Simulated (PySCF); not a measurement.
# What a mistake does to a calculation on C2GeH6Si

All numbers below are calculated, not measured. The program is PySCF 2.14.0, an open-source quantum chemistry code, run on an isolated molecule that a program drew, which may never have been made. The molecule is C2GeH6Si (charge 0, singlet), drawn as the SMILES string `[CH2]=[Ge]([CH3])[SiH]`.

Each row is a Hartree-Fock (HF) and frozen-core CCSD(T) single point in the cc-pV(D+d)Z basis, meant for a local HF minimum. Run 1 is clean. Each other run has one planted mistake out of seven kinds, and not every kind appears here: one electron removed, one electron added, multiplicity raised by two, geometry at a saddle point, minimal basis STO-3G, one bond length entered in bohr, all coordinates scaled. The reference is restricted for singlets and unrestricted otherwise, and also for a bond in bohr. Adding or removing an electron swaps singlet and doublet. Electrons count all cores. HOMO and LUMO are orbital energies over both spins, the gradient is its largest component, and the lowest frequency (negative if imaginary) is given only where the gradient is small. Bond lengths are over the 9 bonds as drawn. T1 is the CCSD diagnostic: over 0.02 (restricted) or 0.045 (unrestricted) a single reference is doubtful. Germanium has the cc-pVDZ-PP basis, with a core potential (ECP10MDF) in place of its 10 inner electrons, and its 3s, 3p and 3d shells are frozen in CCSD(T).

Geometry of the clean run:
```xyz
10
C2GeH6Si, angstrom
C    -1.7573   -0.4707   -0.0224
Ge   -0.6359    0.7684    0.6049
C     0.9336    1.2550   -0.4717
Si   -1.2657    1.6628    2.7439
H    -2.6317   -0.7586    0.5510
H    -1.6339   -0.9838   -0.9709
H     0.9069    2.3174   -0.7197
H     0.9447    0.6738   -1.3951
H     1.8504    1.0561    0.0856
H    -0.0885    2.6119    2.8518
```

| run | electrons | basis functions | <S^2> | HOMO (eV) | LUMO (eV) | gradient (hartree/bohr) | lowest frequency (cm^-1) | mean bond (Å) | longest bond (Å) | T1 | HF (hartree) | CCSD(T) (hartree) | mistake |
|---|---|---|---|---|---|---|---|---|---|---|---|---|---|
| 1 | 64 | 104 | 0.000 | -7.96 | -0.12 | 7.5e-06 | 96 | 1.4568 | 2.403 | 0.0168 | -661.43533 | -661.97646 | no fault |
| 2 | 64 | 104 | 2.379 | -7.39 | -0.18 | 3.4e-02 | - | 1.4568 | 2.403 | 0.0438 | -661.42593 | -661.93412 | multiplicity raised by two |
| 3 | 63 | 104 | 1.344 | -14.11 | -5.89 | 4.3e-02 | - | 1.4568 | 2.403 | 0.0616 | -661.20325 | -661.67975 | ? |
| 4 | 64 | 104 | 1.595 | -7.62 | 0.39 | 4.2e-02 | - | 1.5641 | 2.403 | 0.0791 | -661.32341 | -661.83623 | ? |

**Which mistake was planted in run 3, and what did it cost?**

It counts 63 electrons, one fewer than the clean run, at the same geometry and basis. So the mistake is: one electron removed. Subtracting run 1 and multiplying by 627.51 kcal/mol a hartree, the energy moved by 145.6 kcal/mol in HF and 186.2 kcal/mol in CCSD(T).

**Which mistake was planted in run 4, and what did it cost?**

The mean bond changes by a factor of 1.074 and the longest by 1.000, so the molecule wasn't scaled as a whole. A length L in bohr read as angstrom grows by (1/0.5292 - 1) L = 0.890 L. The 9 bonds together grew by 9 x 0.1073 = 0.966 Å, which gives L = 1.085 Å. That is the length of one of the C-H bonds, 1.085 Å in the clean geometry. So the mistake is: one bond length entered in bohr. Subtracting run 1 and multiplying by 627.51 kcal/mol a hartree, the energy moved by 70.2 kcal/mol in HF and 88.0 kcal/mol in CCSD(T).

Cautions from the logs. Run 3: T1 is over the limit, so its CCSD(T) energy is less reliable; run 4: T1 is over the limit, so its CCSD(T) energy is less reliable.
